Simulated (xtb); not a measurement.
Ga(Me)3 (C3H9Ga), SMILES [CH3][Ga]([CH3])[CH3]. All values are semi-empirical tight-binding results from xtb (GFN2-xTB unless named), good for trends rather than for accurate numbers. Geometry optimised at GFN2-xTB. The isomer is the one that the SMILES or the coordinates give; other isomers of the formula were not compared.

Optimised geometry:

```xyz
13

Ga     0.0001     0.0007    -0.0011
C     -1.4161    -1.4643    -0.1860
H     -1.3604    -1.9413    -1.1691
H     -2.4252    -1.0542    -0.0836
H     -1.2880    -2.2436     0.5703
C     -0.1696     1.7344    -1.0742
H      0.7769     1.9954    -1.5563
H     -0.4400     2.5708    -0.4226
H     -0.9361     1.6554    -1.8498
C      1.5855    -0.2719     1.2629
H      2.2607     0.5879     1.2563
H      2.1636    -1.1567     0.9810
H      1.2456    -0.4255     2.2912
```
Charge 0, spin multiplicity 1.

For metal compounds this method's bond lengths and energies can be far off.

Computed properties:
```json
{
  "orbital_gap": "4.73 eV",
  "zero_point_energy": "63.6 kcal/mol",
  "G − E(el) at 298.15 K (modified RRHO)": "42.1 kcal/mol"
}
```

Give the atomic charges and the Wiberg bond orders between heavy atoms. (Estimate from the structure and the level; the computed values follow.)

charges (e) Ga1 0.02, C2 -0.16, H3 0.05, H4 0.05, H5 0.05, C6 -0.16, H7 0.05, H8 0.05, H9 0.05, C10 -0.16, H11 0.05, H12 0.05, H13 0.05. Bond orders Ga1–C2 0.90, Ga1–C6 0.90, Ga1–C10 0.90.
